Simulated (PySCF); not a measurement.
HBClFS (SMILES FB(S)Cl), singlet, at a GFN2-xTB geometry; B3LYP/STO-3G, polarisability in PySCF.

Here is a job for PySCF.
```python
from pyscf import gto, scf, dft
from pyscf.prop import polarizability

mol = gto.M(
    atom='''
B     0.06363991    0.31537615   -0.02414131
Cl   -1.54065805   -0.03574650   -0.51742705
F     0.47408556    1.57706232   -0.06785444
S     1.21137022   -0.94081337    0.54732731
H     2.22429372   -0.10973728    0.77041949
''',
    basis='sto-3g',
    verbose=4,
)

mf = dft.RKS(mol)
mf.xc = 'b3lyp'
mf.kernel()
alpha = mf.Polarizability().polarizability()[2, 2]
print('alpha_zz =', alpha)
```

What the program printed (banner, timings and long lists left out):

```
site-packages/pyscf/prop/efg/rhf.py:45: UserWarning: Module EFG is under testing
  warnings.warn('Module EFG is under testing')
site-packages/pyscf/prop/efg/dhf.py:30: UserWarning: Module EFG is under testing
  warnings.warn('Module EFG is under testing')
site-packages/pyscf/prop/zfs/uhf.py:40: UserWarning: Module ZFS is under testing
  warnings.warn('Module ZFS is under testing')
site-packages/pyscf/prop/gtensor/uhf.py:43: UserWarning: Module g-tensor is under testing
  warnings.warn('Module g-tensor is under testing')
site-packages/pyscf/prop/gtensor/uks.py:41: UserWarning: Module g-tensor is under testing
  warnings.warn('Module g-tensor is under testing')
site-packages/pyscf/prop/hfc/uks.py:35: UserWarning: Module HFC is under testing
  warnings.warn('Module HFC is under testing')
site-packages/pyscf/prop/magnetizability/rhf.py:39: UserWarning: Module magnetizability is under testing
  warnings.warn('Module magnetizability is under testing')
site-packages/pyscf/prop/magnetizability/uhf.py:37: UserWarning: Module magnetizability is under testing
  warnings.warn('Module magnetizability is under testing')
site-packages/pyscf/prop/magnetizability/rks.py:37: UserWarning: Module magnetizability is under testing
  warnings.warn('Module magnetizability is under testing')
site-packages/pyscf/prop/magnetizability/uks.py:39: UserWarning: Module magnetizability is under testing
  warnings.warn('Module magnetizability is under testing')
site-packages/pyscf/prop/polarizability/uhf.py:34: UserWarning: Module polarizability is under testing
  warnings.warn('Module polarizability is under testing')
site-packages/pyscf/prop/polarizability/rks.py:29: UserWarning: Module polarizability is under testing
  warnings.warn('Module polarizability is under testing')
site-packages/pyscf/prop/polarizability/uks.py:29: UserWarning: Module polarizability is under testing
  warnings.warn('Module polarizability is under testing')
PySCF version 2.14.0

[INPUT] verbose = 4
[INPUT] num. atoms = 5
[INPUT] num. electrons = 48
[INPUT] charge = 0
[INPUT] spin (= nelec alpha-beta = 2S) = 0
[INPUT] symmetry False subgroup None
[INPUT] Mole.unit = angstrom
[INPUT] Symbol           X                Y                Z      unit          X                Y                Z       unit  Magmom
[...]
nuclear repulsion = 185.186295949989
number of shells = 17
number of NR pGTOs = 87
number of NR cGTOs = 29
basis = sto-3g
ecp = {}

******** <class 'pyscf.dft.rks.RKS'> ********
method = RKS
initial guess = minao
damping factor = 0
level_shift factor = 0
DIIS = <class 'pyscf.scf.diis.CDIIS'>
diis_start_cycle = 1
diis_space = 8
diis_damp = 0
SCF conv_tol = 1e-09
SCF conv_tol_grad = None
SCF max_cycles = 50
direct_scf = True
direct_scf_tol = 1e-13
XC library pyscf.dft.libxc version 7.1.2
    S. Lehtola, C. Steigemann, M. J. T. Oliveira, and M. A. L. Marques,  SoftwareX 7, 1–5 (2018)
XC functionals = b3lyp
    P. J. Stephens, F. J. Devlin, C. F. Chabalowski, and M. J. Frisch,  J. Phys. Chem. 98, 11623 (1994)
radial grids:
    Treutler-Ahlrichs [JCP 102, 346 (1995); DOI:10.1063/1.469408] (M4) radial grids

becke partition: Becke, JCP 88, 2547 (1988); DOI:10.1063/1.454033
pruning grids: <function nwchem_prune>
grids dens level: 3
symmetrized grids: False
atomic radii adjust function: <function treutler_atomic_radii_adjust>
small_rho_cutoff = 0
Set gradient conv threshold to 3.16228e-05
Initial guess from minao.
tot grids = 75880
init E= -972.55221489605
[...]
cycle= 1 E= -972.533077136546  delta_E= 0.0191  |g|= 0.485  |ddm|= 2.93
[...]
cycle= 2 E= -972.46438408938  delta_E= 0.0687  |g|= 0.742  |ddm|= 1.62
[...]
cycle= 3 E= -972.624411390486  delta_E= -0.16  |g|= 0.0722  |ddm|= 0.902
[...]
cycle= 4 E= -972.626444029539  delta_E= -0.00203  |g|= 0.0218  |ddm|= 0.167
[...]
cycle= 5 E= -972.626642164449  delta_E= -0.000198  |g|= 0.0035  |ddm|= 0.044
[...]
cycle= 6 E= -972.62664751949  delta_E= -5.36e-06  |g|= 0.000336  |ddm|= 0.00758
[...]
cycle= 7 E= -972.626647571761  delta_E= -5.23e-08  |g|= 8.92e-05  |ddm|= 0.000884
[...]
cycle= 8 E= -972.626647575435  delta_E= -3.67e-09  |g|= 5.01e-06  |ddm|= 0.000186
[...]
cycle= 9 E= -972.626647575448  delta_E= -1.27e-11  |g|= 4.33e-07  |ddm|= 1.13e-05
[...]
Extra cycle  E= -972.626647575448  delta_E= -6.82e-13  |g|= 4.78e-07  |ddm|= 1.33e-06
converged SCF energy = -972.626647575448
Isotropic polarizability 17.1509095251
Polarizability anisotropy 17.7021376654
alpha_zz = 7.370056107086919
```
